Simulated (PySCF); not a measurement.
# C5H5O3: g tensor and hyperfine couplings

C5H5O3 (doublet state).
Cartesian coordinates in Å at the GFN2-xTB level; atoms count from 1:
```
atom  x, y, z in Å
C1    -2.6122    0.5165   -0.2965
O2    -1.7641   -0.5231   -0.2105
C3    -0.4523   -0.3750   -0.2792
C4     0.3683   -1.4438   -0.1926
O5     1.7483   -1.3504   -0.2576
C6     2.1920   -0.0628   -0.4187
C7     1.3951    0.9921   -0.5051
O8     0.0093    0.9249   -0.4428
H9    -2.2573    1.5185   -0.4186
H10   -3.6432    0.2462   -0.2214
H11    0.0067   -2.4459   -0.0672
H12    3.2642    0.0018   -0.4683
H13    1.7407    2.0015   -0.6322
```

The hyperfine couplings belong to this conformer and change with its torsions.

Identity: `[CH2]OC1=COC=CO1` [radical].

Level of theory: PySCF, UKS B3LYP, pcH-1 on C H O, non-relativistic, mean-field spin-orbit, GIAO. Geometry: GFN2-xTB, one conformer, isolated molecule. The geometry wasn't refined by DFT: couplings that depend on bond lengths, twists or pyramidal angles can differ widely from those at the functional's own minimum. No stability test was run, so a lower SCF solution isn't excluded.

```
g1, g2, g3                      : 2.00213, 2.00328, 2.00398
g_iso                           : 2.00313
Form of g                       : rhombic: the two nearest values differ by 38 % of g3 − g1
⟨S²⟩                            : 0.7600 (exact 0.7500)
HOMO–LUMO gap, α and β orbitals : 4.28, 3.95 eV
Basis functions                 : 250
```

Isotropic coupling and dipolar principal values T1 to T3, in G (MHz turned into gauss with g_iso; 10 G = 1 mT):

```tsv
atom	isotope	a_iso	T1	T2	T3	Mulliken spin population
C1	13C	28.5	-27.3	-26.5	53.7	0.92
O2	17O	-5.7	-19.0	9.1	9.9	0.08
C3	13C	-6.3	-5.7	2.1	3.6	-0.09
C4	13C	6.0	-5.4	-5.2	10.7	0.18
O5	17O	-1.0	-2.8	1.3	1.6	0.01
C6	13C	-0.5	-0.7	0.3	0.4	-0.01
C7	13C	0.6	-0.6	-0.4	1.0	0.02
O8	17O	0.8	-0.6	-0.3	0.9	0.00
H9	1H	-22.5	-12.9	0.1	12.8	-0.04
H10	1H	-22.1	-12.8	0.0	12.8	-0.04
H11	1H	-4.4	-1.9	-0.4	2.2	-0.01
H12	1H	0.1	-0.3	-0.1	0.3	0.00
H13	1H	-0.4	-0.3	-0.2	0.5	0.00
```

Largest spin populations (Mulliken): C1 (+0.92), C4 (+0.18), C3 (-0.09) and O2 (+0.08). The positive populations add up to 1.20 and the negative ones to -0.20, together 2S = 1. The angles at C1 add up to 360.0°, so it is planar; its axial dipolar tensor and the negative couplings of its protons fit spin in a p orbital normal to that plane.

Axes: g1 is normal to the molecular plane, g2 points within 11° of the C3–C4 bond and g3 points within 13° of the C1–H10 bond.

Under fast tumbling the dipolar parts average out, and these isotropic splittings remain: 1 × 1H (H9, I = 1/2, 2 lines) with 2.25 mT, 1 × 1H (H10, I = 1/2, 2 lines) with 2.21 mT, 1 × 1H (H11, I = 1/2, 2 lines) with 0.44 mT and 1 × 1H (H13, I = 1/2, 2 lines) with 0.04 mT.

H9 and H10 aren't averaged: C1 is flat or nearly so (angle sum 360°), and its turn about the short C1–O2 bond (1.34 Å) is taken as slow.

The 17O coupling of O2 (-16.1 MHz) shows only in satellite lines or after enrichment, since that isotope makes up about 0.038 % of natural oxygen.

The 13C coupling of C1 (80.0 MHz) shows only in satellite lines or after enrichment, since that isotope makes up about 1.07 % of natural carbon.
